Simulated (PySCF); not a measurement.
Compounds:
1. `CN(C)CC(F)F`, C₄H₉F₂N
2. `C1CP1`, C₂H₅P
3. SMILES C(=C)P, C₂H₅P
4. SMILES C=Cc1cc(C#N)[nH]n1, C₆H₅N₃
5. 1,2-Dimethyl-1,2-Diazetidine (SMILES CN1CCN1C)
6. `O=[P@H]1C(OC)=C(C)C=C1[SiH3]`, C₆H₁₁O₂PSi

[PySCF: shieldings: GIAO PBE0/pcSseg-1; geometry from GFN2-xTB; equivalent nuclei averaged; a single conformation; in vacuum; non-relativistic Hamiltonian]

Chemical shifts δ = σref − σ; TMS for 1H (σ = 31.72 ppm), 13C (σ = 186.93 ppm), all at this level. Shifts are as computed. Against solution values, carbons near 30 ppm lie about +3 ppm off and those near 130 ppm about +5 ppm. Of 1211 compounds with measured shifts, 218 miss one by over three times the rms of a fit or turn the order of signals round; such compounds aren't used in these exercises. OH and NH positions are gas-phase values without hydrogen bonding to other molecules.

Task: Which show a 13C signal between 160 and 185 ppm?

Result: 6 (171.0, 164.0: alkene carbon bearing oxygen, alkene CH).

Task: Which show a 13C signal between 100 and 160 ppm?

Result: 1 (127.0: sp3 CH bonded to 2 F); 3 (138.2, 131.7: alkene CH, terminal =CH2 carbon); 4 (155.3, 133.7, 125.6, 121.8: substituted aromatic carbon next to a ring nitrogen, alkene CH, terminal =CH2 carbon, aromatic CH); 6 (126.6, 121.3: β carbon of an enol-ether or enamine type C=C, fully substituted alkene carbon).

Task: Which show a 1H signal between 6.5 and 9 ppm from a carbon-bound hydrogen?

Result: 4 (6.95, 6.78, 6.77: hydrogen on a terminal =CH2 carbon, hydrogen on an alkene CH, hydrogen on an aromatic CH); 6 (7.12: hydrogen on an alkene CH).

Task: Which give exactly 1 13C signal?

Result: 2 (δ 1.3).
